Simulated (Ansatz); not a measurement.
System: sum formula InO2H2 (charge 0, doublet). It need not be the lowest isomer of its formula. SMILES: [OH][In][OH]
Structure (B3LYP-D3(BJ)/def2-TZVP (Ansatz, a quantum-chemistry and plane-wave program) minimum search):
```
In
O 1 2.0258
H 2 0.9670 1 109.30
O 1 2.0355 2 113.16 3 0.00
H 4 0.9643 1 114.56 2 -180.00
```
Charge 0, spin multiplicity 2.

Computed values are from Ansatz. Cores are frozen in the correlated levels unless marked. Open shells are spin-unrestricted. Spin-orbit coupling is left out. Frozen are the shells of the preceding noble gas and the d and f shells that filled before the atom's block. Past Kr the def2 sets carry scalar-relativistic core potentials. CBS marks a two-point X^-3 extrapolation of the correlation energy; Hartree-Fock from the larger set. The bracket is a focal-point correction in the basis named.

atomisation energy De: 1513.0 kJ/mol at RI-MP2/CBS(def2-TZVPPD,def2-QZVPPD)+[CCSD(T)-MP2]/def2-TZVPPD
total energy: -340.8439 Eh at RI-MP2/CBS(def2-TZVPPD,def2-QZVPPD)+[CCSD(T)-MP2]/def2-TZVPPD
dipole moment: 2.63 D at CCSD(T)/def2-SVPD
T1 diagnostic: 0.020 at CCSD/def2-TZVPPD
